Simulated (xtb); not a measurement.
H₄GeO₄, charge -1, doublet, geometry from GFN2-xTB (a state made from the parent by changing its charge; the spin is typed, not shown lowest), atoms displaced at random by about 0.1 Å a coordinate. Base run: GFN1-xTB (xtb).

The xtb input:
```
$ xtb mol.xyz --gfn 1 --chrg -1 --uhf 1 --opt --json

# file mol.xyz
9

O      0.59161875     1.25576452    -0.95683203
Ge     0.13489332    -0.37354627     0.00463407
O     -1.18410346     0.38446992     1.37406729
O     -1.40317677    -0.84164516    -1.30052177
O      1.89068925    -0.28217381     1.22009765
H     -0.29388273     1.53520963    -1.69251004
H     -0.74122394     0.70316317     2.07140171
H     -2.12039624    -0.81027723    -0.79520815
H      2.43856608     0.35726002     0.53226976
```

The base run was repeated with changes; each row names its change, and settings that it needs were set with it.

```csv
change,ΔE vs base (mEh),optimiser steps
base,0.000,18
engine = lbfgs,0.000,-
opt level = tight,-0.002,21
opt level = crude,0.180,10
engine = inertial,0.067,-
opt level = sloppy,0.116,11
alpb = hexane,-50.450,20
opt level = lax,0.008,14
opt level = extreme,-0.002,25
alpb = thf,-88.993,16
```
